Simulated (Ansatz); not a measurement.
Species: SnICl, charge 0, singlet. SnICl (SMILES [Cl][Sn][I]).
B3LYP-D3(BJ)/def2-TZVP minimum from Ansatz (a quantum-chemistry and plane-wave program):
```
Sn
Cl 1 2.3912
I 1 2.7555 2 99.71
```
Charge 0, spin multiplicity 1.

Wanted: atomisation energy (electronic, to ground-state atoms), in kcal/mol. Open shells are spin-unrestricted; no spin-orbit coupling. Cores are frozen in correlated methods (noble-gas shells, and filled d and f shells in the p block). Past Kr the def2 sets carry scalar-relativistic core potentials. CBS(X,Y): correlation extrapolated as X^-3, Hartree-Fock from the larger set. A bracket is a step between two methods taken in the basis named. Spin-orbit terms, left out, reach several kcal/mol for Br and I, and more for heavier atoms.

CCSD(T)/CBS(def2-TZVPP,def2-QZVPP) + [CCSDT(Q) - CCSD(T)]/def2-TZVPP (Ansatz) gives 164.8 kcal/mol.

Task: What does PBE/def2-TZVPD (Ansatz) give here, and how do the other levels compare?

Result: PBE gives 170.0 kcal/mol, 5.2 kcal/mol above it. Differences of the others: r2SCAN/def2-TZVPD (Ansatz) 2.1; PBE0/def2-TZVPD (Ansatz) -1.4; CCSD(T)/CBS(def2-TZVPP,def2-QZVPP) (Ansatz) -0.3 kcal/mol.
